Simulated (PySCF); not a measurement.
# [RuBr3]+, singlet: computed properties

Method: PySCF, PBE0, basis Ru def2-SVP with ECP28, Br def2-SVP (scalar-relativistic core potentials, no spin–orbit coupling, density fitting).

The structure is a minimum.

Z-matrix (Å, degrees; charge 1 multiplicity 1):
```
Ru
Br 1 2.2391
Br 1 2.2660 2 116.73
Br 1 2.2660 2 116.73 3 -131.30
```

```json
{
 "Point group": "Cs",
 "Bond lengths": "Ru–Br 2.239 Å, Ru–Br 2.266 Å (×2)",
 "Bond angles": "Br–Ru–Br 108.9°, Br–Ru–Br 116.7° (×2)",
 "Principal quadrupole moments (Buckingham, traceless) about the centre of mass": "-12.79, 4.03, 8.76 D Å",
 "Dipole moment about the centre of mass": "0.75 D",
 "Principal polarisabilities": "51.5, 118.8, 119.9 bohr³",
 "Heat capacity Cp at 298.15 K": "78.3 J/(mol K)",
 "Highest occupied level": "-12.70 eV",
 "Rotational symmetry number": "1",
 "Zero-point energy": "7.0 kJ/mol",
 "Lowest empty level": "-11.07 eV",
 "Entropy at 298.15 K and 1 bar": "384.4 J/(mol K)",
 "Enthalpy at 298.15 K above 0 K": "19.33 kJ/mol",
 "Rotational constants": "0.03018, 0.0273, 0.01489 cm⁻¹"
}
```

Harmonic modes (masses in u: Ru 101.904, Br 78.918):
| symmetry | ω (cm⁻¹) | IR (km/mol) | μ (u) | type |
| --- | --- | --- | --- | --- |
| a' | 38 | 1.1 | 89.75 | bend |
| a'' | 59 | 0.7 | 82.00 | bend |
| a' | 97 | 0.5 | 82.07 | bend |
| a' | 275 | 2.5 | 80.85 | stretch |
| a'' | 337 | 47.0 | 89.06 | stretch |
| a' | 369 | 39.1 | 90.37 | stretch |

Charges (e):
```csv
atom,Mulliken,Löwdin,polar tensor,Mayer order to Ru1
Ru1,0.33,-0.66,1.49,–
Br2,0.23,0.59,-0.17,1.61
"Br3,4",0.22,0.53,-0.16,1.45
```

Mulliken populations on Ru1 (electrons outside its core potential): s 2.45, p 6.46, d 6.75, f 0.01.

Outer orbital energies (eV). occupied: -16.25, -16.10, -15.28, -15.01, -14.93, -14.18, -13.17, -12.70; empty: -11.07, -9.90, -9.86, -5.16.

Formally Ru is in oxidation state +4, d4, with 0 unpaired electrons (the high-spin count would be 4). The polar-tensor charge on Ru, 1.49, is far below the formal one.

Stability towards spin polarisation was not tested. This need not be the most stable arrangement of these atoms.

The final relaxation and frequency run took of the order of 6 core-minutes on a shared host.
